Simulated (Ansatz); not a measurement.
Ideal-gas functions of C$_{2}$H$_{5}$NSi (`[SiH3]C1C=N1`) at 298.15 K and 1 bar, from an Ansatz frequency run at PBE0-D4/def2-TZVP.

Molar mass 71.15 g/mol, point group C1 (symmetry number 1), electronic degeneracy 1, moments of inertia 26.286, 139.545, 143.651 u Å². Harmonic wavenumbers (cm⁻¹, unscaled): 90, 240, 260, 574, 647, 720, 732, 845, 921, 936, 949, 1011, 1045, 1255, 1312, 1786, 2216, 2226, 2233, 3094, 3226.

Use S(trans) = R[1.5 ln M + 2.5 ln T − 1.1517]; rotational temperatures θ = 24.2544 K / I; S(rot) = R[ln(√π/σ · √(T³/θAθBθC)) + 1.5]; for each mode x = 1.438777 ν̃/T, S = R[x/(eˣ − 1) − ln(1 − e⁻ˣ)] and H = RT x/(eˣ − 1); 1 cm⁻¹ = 0.0119627 kJ/mol; R = 8.31446 J/(mol·K).

**Question.** By hand: the entropy, in J/(mol·K).

**Answer.** Translation 162.0. Rotation: θ = 0.9227, 0.1738, 0.1688 K, giving 103.3. Vibration, mode by mode: 15.31, 7.54, 6.95, 2.08, 1.57, 1.19, 1.13, 0.73, 0.54, 0.51, 0.48, 0.37, 0.33, 0.14, 0.11, 0.01, 0.00, 0.00, 0.00, 0.00, 0.00, in all 39.0. Electronic 0.0. Sum 304.3 J/(mol·K).

**Question.** By hand: H − E and G − E in kJ/mol, counted from the electronic energy.

**Answer.** Zero-point energy ½ × 26318 × 0.0119627 = 157.4; thermal vibration 6.7; translation, rotation and pV give 4 RT = 9.9. H − E = 174.0 kJ/mol, and G − E = 174.0 − 298.15 × 304.3/1000 = 83.3 kJ/mol.

Vibration gives 13 % of the entropy, 15.3 J/(mol·K) of it from the mode under 150 cm⁻¹: soft modes count most, and the harmonic formula is weakest for them. The sum counts one conformer and one mirror image; others add a mixing term.
